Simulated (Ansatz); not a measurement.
Ge(SMe)H3 (CH6GeS), relaxed as a singlet with RKS PBE-D4/def2-SVP in Ansatz, starting from the GFN2-xTB geometry. Force threshold 0.02 eV/Å.

Start:

```xyz
9

Ge   -0.819   -1.271    0.026
S    -0.511    0.629    1.086
C     0.808    1.334    0.034
H     1.686    0.695    0.062
H     1.045    2.306    0.453
H     0.451    1.448   -0.986
H    -1.295   -1.033   -1.382
H    -1.834   -2.069    0.774
H     0.471   -2.039   -0.066
```

(1) Estimate the energy that the relaxation releases and the steps that it takes.

(2) Does the start keep its bonding and symmetry?

(3) Predict the relaxed structure.

## Answers

(1) 11.2 kJ/mol, in 5 steps; 3.5 s on 2 threads of AMD EPYC 9R45 on a shared host. No frequencies were taken in this run, so the end may be a saddle point.

(2) By distances, no bond broke or formed. The bond that changes most is Ge1–H8, from 1.49 to 1.55 Å (atoms count from 1).

(3) 
```xyz
9

Ge   -0.8225   -1.3076    0.0137
S    -0.5051    0.6238    1.0980
C     0.8057    1.3511    0.0383
H     1.7200    0.7249    0.0299
H     1.0548    2.3341    0.4818
H     0.4535    1.5109   -1.0000
H    -1.3111   -1.0450   -1.4392
H    -1.8984   -2.0736    0.8199
H     0.5032   -2.1186   -0.0423
```
Bond lengths: 1 × Ge–S 2.24 Å; 1 × C–S 1.84 Å; 3 × Ge–H 1.55 to 1.56 Å; 3 × C–H 1.11 Å.
